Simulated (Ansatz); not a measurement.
Input file for `N[SiH2]C(O)(F)F`:

```yaml
crystal:
  periodic: [false, false, false]
  atoms:
    - {symbol: N, position_ang: [-1.396298, -0.784771, -1.086487]}
    - {symbol: Si, position_ang: [-0.280549, 0.478042, -0.823476]}
    - {symbol: C, position_ang: [0.892626, 0.195579, 0.685736]}
    - {symbol: O, position_ang: [0.198352, 0.082942, 1.842412]}
    - {symbol: F, position_ang: [1.804730, 1.216411, 0.787894]}
    - {symbol: F, position_ang: [1.665442, -0.926586, 0.502044]}
    - {symbol: H, position_ang: [-1.087628, -1.660315, -1.476614]}
    - {symbol: H, position_ang: [-2.168153, -0.918890, -0.453687]}
    - {symbol: H, position_ang: [0.621776, 0.590944, -1.992139]}
    - {symbol: H, position_ang: [-1.005339, 1.736565, -0.533371]}
    - {symbol: H, position_ang: [0.820539, -0.066820, 2.568286]}
basis:
  gaussian: {orbitals: def2-TZVPP}
correlation: {method: ccsd_t}
```

```sh
$ ansatz run in.yaml --threads 4 --pin off --events-out ev --progress --plain --max-ram 10444MiB
```

The program prints (abridged):

```
Functional definition: HF
  name "HF"
  cite "Fock, Z. Phys. 61, 126 (1930) doi:10.1007/BF01340294"
  parent pbe
  exchange = exact_x
  correlation = 0
1647 factors; integrals over basis functions are off by at most 9.7e-4 eV
mean field evaluation 1: about -17902.4977 eV, gradient 5.3e1 eV
mean field evaluation 2: about -17902.7830 eV, gradient 5.3e1 eV
mean field evaluation 4: about -17908.1201 eV, gradient 4.0e0 eV
mean field evaluation 8: about -17908.1959 eV, gradient 2.6e-1 eV
mean field -17908.19612458 eV, -658.1140689671 hartree, gradient 2.5e-6 eV, S^2 0.000000; 0 other end points of the search recorded, 0 dependent functions left out
10 core orbitals not correlated: weight in the atoms' cores, before any rotation towards them, 1.000 or more for the frozen orbitals, at most 0.000 for the correlated occupied ones
reference -17908.19612458 eV, -658.1140689671 hartree; 19, 19 occupied and 238, 238 virtual orbitals, 1647 factors
second order -33.52990574 eV of doubles, -0.00000000 eV of singles
cycle   1  -33.45491204 eV  change    7.5e-2 eV  update   1.2e-1
cycle   2  -34.18154334 eV  change   -7.3e-1 eV  update   3.3e-2
cycle   3  -34.34506642 eV  change   -1.6e-1 eV  update   1.7e-2
cycle   4  -34.32540482 eV  change    2.0e-2 eV  update   3.7e-3
cycle   5  -34.32312757 eV  change    2.3e-3 eV  update   1.7e-3
cycle   6  -34.32447998 eV  change   -1.4e-3 eV  update   5.1e-4
cycle   7  -34.32423413 eV  change    2.5e-4 eV  update   1.8e-4
cycle   8  -34.32409616 eV  change    1.4e-4 eV  update   5.5e-5
cycle   9  -34.32410734 eV  change   -1.1e-5 eV  update   1.9e-5
perturbative correction -1.18600191 eV, -0.0435847663 hartree
Total energy: -17943.70623384 eV, -659.4190414126 hartree
```

Hardware: 4 threads of an Arm Neoverse V2 on a shared host. Wall time 5.4 min, peak host memory 7.3 GiB.

Correlation energy per correlated electron: -0.934 eV. T1 diagnostic: 0.0120.
